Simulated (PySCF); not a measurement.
**How the method changes the constants of TeS⁺**

State: ²Π (doublet), unpaired electrons π ↑. Set-up: basis Te x2c-SVPall, S x2c-SVPall; spin-free X2C with a Gaussian nucleus; PySCF 2.14. De refers to Te⁺ + S in their high-spin ground configurations, without counterpoise correction. The functionals are run spin-unrestricted. A positive dipole points towards S; it is taken about the centre of mass and depends on that origin. Levels whose curve was spin-contaminated or gave no clean fit are not listed.

| Level | Re (Å) | ωe (cm⁻¹) | De (eV) | μ (D) |
| --- | --- | --- | --- | --- |
| UHF-CCSD | 2.206 | 495 | 2.25 | n/a |
| UHF-CCSD(T) | 2.225 | 474 | 2.59 | n/a |
| PBE | 2.206 | 502 | 3.90 | 0.19 |
| TPSS | 2.201 | 507 | 3.64 | 0.09 |
| r²SCAN | 2.189 | 523 | 3.33 | 0.07 |
| r²SCAN0 | 2.163 | 555 | 2.85 | -0.02 |
| BHandHLYP | 2.159 | 564 | 2.64 | -0.01 |

The bond length runs from 2.159 Å (BHandHLYP) to 2.225 Å (UHF-CCSD(T)). De spans 2.25 eV (UHF-CCSD, coupled cluster) to 3.90 eV (PBE, GGA).

Correlated steps freeze 23 core orbitals. Correlated levels converge slowly with the basis: in double zeta they bind strong bonds too weakly, by up to about 1 eV, and carry superposition errors of some tenths. These are scalar-relativistic numbers at best; spin–orbit coupling would shift them, the dissociation energy most. For an ion De counts to the pair picked by the measured ionisation energies or electron affinities, which need not be the lowest pair at this level. The state was picked by a PBE0 search and need not be the measured ground state.
